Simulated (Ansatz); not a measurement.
A series at Al: from `[AlH3]`, ligands are replaced one by one, each step taking up H₂S and setting free H₂; n counts the steps. Ansatz, PBE0-D4/def2-TZVP geometries. Each molecule was computed in one conformer, which needn't be the lowest.

CBS adds triple-zeta CCSD(T) − MP2 to the MP2 limit, frozen cores; atoms without spin–orbit coupling. 

| n | molecule | atomization energy, CCSD(T)/CBS (kJ/mol) |
| --- | --- | --- |
| 0 | `[AlH3]` | 898.6 |
| 1 | `[AlH2][SH]` | 1314.4 |
| 2 | `[SH][AlH][SH]` | ? |
| 3 | `[SH][Al]([SH])[SH]` | 2122.6 |

Question: By hand: fit a straight line y = ȳ + b (n − n̄) to the 3 given rows and predict n = 2.

Answer: n̄ = 1.333, ȳ = 1445.20; Σ(n − n̄)(y − ȳ) = 1901.40, Σ(n − n̄)² = 4.667, so b = 407.41 kJ/mol a step. Prediction: 1445.20 + (407.41) × (0.667) = 1716.9 kJ/mol.

Question: By hand: compare with the computed value, 1721.6 kJ/mol, and give the steps along the whole series.

Answer: The line misses by 4.7 kJ/mol (computed minus predicted). Steps: 415.8, 407.2, 401.0 kJ/mol.

The steps differ by up to 14.8 kJ/mol, small against a whole step but well beyond the method's doubt, so the ligands' effects don't simply add. The miss is 0.4 % of the series' range. The energies themselves are unsure by some kJ/mol a bond, though much of that is common to the series.
